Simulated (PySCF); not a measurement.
# TDDFT excited states: C13H18

Compound: C13H18.
Atom-mapped SMILES: `[CH2:1]=[CH:2][c:3]1[c:4]([CH3:5])[cH:6][cH:7][cH:8][c:9]1[C:10]([CH3:11])([CH3:12])[CH3:13]` (hydrogens: H14, H15 on C1; H16 on C2; H17, H18, H19 on C5; H20 on C6; H21 on C7; H22 on C8; H23, H24, H25 on C11; H26, H27, H28 on C12; H29, H30, H31 on C13)

Method: TDDFT CAM-B3LYP/def2-SVPD, vertical, gas phase, core orbitals frozen in the response (PySCF 2.14.0, density-fitted response routines). One conformer (not necessarily the lowest) at the PBE0-D3(BJ)/def2-SVP geometry, without solvent, vibrations or thermal averaging. Torsions of this conformer, `[CH2:1]=[CH:2][c:3]1[c:4]([CH3:5])[cH:6][cH:7][cH:8][c:9]1[C:10]([CH3:11])([CH3:12])[CH3:13]`: C1–C2–C3–C4 -86°, C8–C9–C10–C11 -130°.

| state | E (eV) | E (hartree) | f | main configurations (H = HOMO, L = LUMO) |
| --- | --- | --- | --- | --- |
| S1 | 5.29 | 0.1942 | 0.0048 | H→L (49%), H-1→L+1 (36%) |
| S2 | 5.88 | 0.2160 | 0.010 | H-1→L (58%), H→L+1 (24%) |
| S3 | 6.13 | 0.2251 | 0.0023 | H-1→L+2 (54%), H→L+2 (18%), H→L+1 (18%) |
| S4 | 6.52 | 0.2397 | 0.146 | H-2→L (23%), H→L+2 (21%), H→L (20%) |
| S5 | 6.56 | 0.2412 | 0.061 | H-2→L (67%), H→L+2 (14%) |
| S6 | 6.72 | 0.2468 | 0.550 | H→L+1 (44%), H-1→L (25%), H-1→L+2 (11%) |
| S7 | 6.74 | 0.2479 | 0.391 | H→L+2 (32%), H-1→L+1 (22%), H-1→L+2 (15%) |
| S8 | 6.85 | 0.2519 | 0.202 | H→L+3 (65%), H-1→L+1 (10%), H→L+5 (9%) |
| S9 | 6.94 | 0.2549 | 0.057 | H-1→L+3 (67%) |
| S10 | 7.10 | 0.2608 | 0.029 | H-2→L+1 (73%), H-2→L+2 (11%) |

Triplets (Tamm–Dancoff): T1 3.96 eV, H-1→L (43%), H→L+1 (34%); T2 4.23 eV, H-2→L+2 (65%), H-2→L (13%); T3 4.63 eV, H→L (62%), H-1→L+1 (18%); T4 4.68 eV, H→L+1 (53%), H-1→L (33%).

The lowest singlet comes at 235 nm (510 kJ/mol) in the ultraviolet; it is very weak; its leading configuration is HOMO→LUMO (49%). The strongest level in the table is S6 at 6.72 eV (185 nm, f = 0.550). Löwdin shares by element: HOMO carbon 66% or more (atoms not listed hold the other 34%); LUMO carbon 50% or more (atoms not listed hold the other 50%). Orbital energies (eV): HOMO-3 -10.26, HOMO-2 -8.83, HOMO-1 -8.08, HOMO -8.00, LUMO 0.78, LUMO+1 1.08, LUMO+2 1.15. Of the 10 states listed, 8 reach f = 0.01 and none stays under 0.0005. The oscillator strengths of these states sum to 1.454; summed over the whole spectrum of an exact calculation they would give the number of electrons, 96 (Thomas–Reiche–Kuhn). The window holds the lowest 10 singlets.
